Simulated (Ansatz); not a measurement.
Reactions of C₆H₅Li, SMILES `[Li][c]1ccccc1`.

Program: Ansatz. Geometries: PBE0-D4/def2-TZVP. ΔE: electronic, gas phase. CBS: MP2 limit from def2 TZ/QZ plus the TZ coupled-cluster correction, frozen cores. This one scheme is used for every species, atoms too. No spin–orbit coupling; open shells (•) take unrestricted orbitals. Spin–orbit coupling would lower the free atoms: a little for C. For Li outer-core shells are correlated without core-valence functions, so the limit isn't a true one: a few kJ/mol of doubt a bond, and 10 to 20 or more in all where bonds break to atoms. Each species was taken in one conformer, which may not be the lowest.

(1) Order these by ΔE at CCSD(T)/CBS, lowest first. (Estimate.)
A. `[Li][c]1ccccc1` + H₂S → `[Li][SH]` + benzene
B. `[Li][c]1ccccc1` + dimethylamine → `[Li][N](C)C` + benzene
C. `[Li][c]1ccccc1` + H₂ → `[LiH]` + benzene
D. `[Li][c]1ccccc1` + H–F → `[Li][F]` + benzene
E. `[Li][c]1ccccc1` → 6 C• + 5 H• + Li•
F. `[Li][c]1ccccc1` + `N=O` → `O=Nc1ccccc1` + `[LiH]`
G. `[Li][c]1ccccc1` + HCl → `[Li][Cl]` + benzene
H. `[Li][c]1ccccc1` + trimethylsilanol → `[Li][O][Si](C)(C)C` + benzene

Largest T1 diagnostic: 0.015, for `N=O`.

Answers

(1) G (-2.78 eV), D (-2.35 eV), H (-2.04 eV), A (-1.91 eV), B (-0.68 eV), C (-0.30 eV), F (-0.04 eV), E (+56.63 eV).
